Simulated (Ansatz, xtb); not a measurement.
# Two isomers of C5H8FO+

We compare I, `CC[C@H](C#[O+])CF`, a singlet, with II, `CC[C@](C)(F)C#[O+]`, a singlet. Both are isolated ions in the gas phase, relaxed with PBE0-D3(BJ)/def2-SVP, each in the lowest conformer that the search found.

Q: Estimate which is lower in electronic energy at CCSD(T)/def2-SVP + ΔMP2/def2-TZVPP, and by roughly how much.

A: The CCSD(T)/def2-SVP + ΔMP2/def2-TZVPP calculation puts structure I lower, by 0.184 eV.

The same difference at several levels:

| level | geometry | E(II) − E(I) (eV) | departure from the last row (eV) | job, with rough time for the two |
| --- | --- | --- | --- | --- |
| GFN2-xTB | GFN2-xTB | +0.455 | +0.271 | optimisation, 0.14 s |
| HF/STO-3G | GFN2-xTB | +0.126 | −0.058 | single point, 0.36 s |
| r2SCAN-D4/def2-SVP | GFN2-xTB | +0.257 | +0.073 | single point, 3.8 s |
| PBE0-D3(BJ)/def2-SVP | PBE0-D3(BJ)/def2-SVP | +0.233 | +0.049 | optimisation, 43 s |
| HF/def2-SVP | PBE0-D3(BJ)/def2-SVP | +0.247 | +0.063 | part of the CCSD(T) run |
| MP2/def2-SVP | PBE0-D3(BJ)/def2-SVP | +0.212 | +0.028 | part of the CCSD(T) run |
| CCSD(T)/def2-SVP | PBE0-D3(BJ)/def2-SVP | +0.184 | 0.000 | single point |
| CCSD(T)/def2-SVP + ΔMP2/def2-TZVPP | PBE0-D3(BJ)/def2-SVP | +0.184 |  | single point, 70 s |

As drawn, both hold the same kinds of bond in the same numbers. Structure I has 1 methyl group, II 2.

None of the levels shown reverses the order. The largest departure from CCSD(T)/def2-SVP + ΔMP2/def2-TZVPP is that of GFN2-xTB, 0.271 eV. The last row adds to CCSD(T) the change of the MP2 difference between the two basis sets, here 0.000 eV.

With thermal terms from frequencies at re-optimised GFN2-xTB minima (ideal gas, soft modes damped towards free rotors, one conformer each, 298.15 K, 1 atm): the zero-point term adds −0.033 eV; ΔH is +0.160 and ΔG +0.157 eV.

The correlated steps freeze 7 core orbitals. Codes used: Ansatz 0.2.0, xtb 6.7.1; the last row on 4 threads of Arm Neoverse V1 on a shared host.
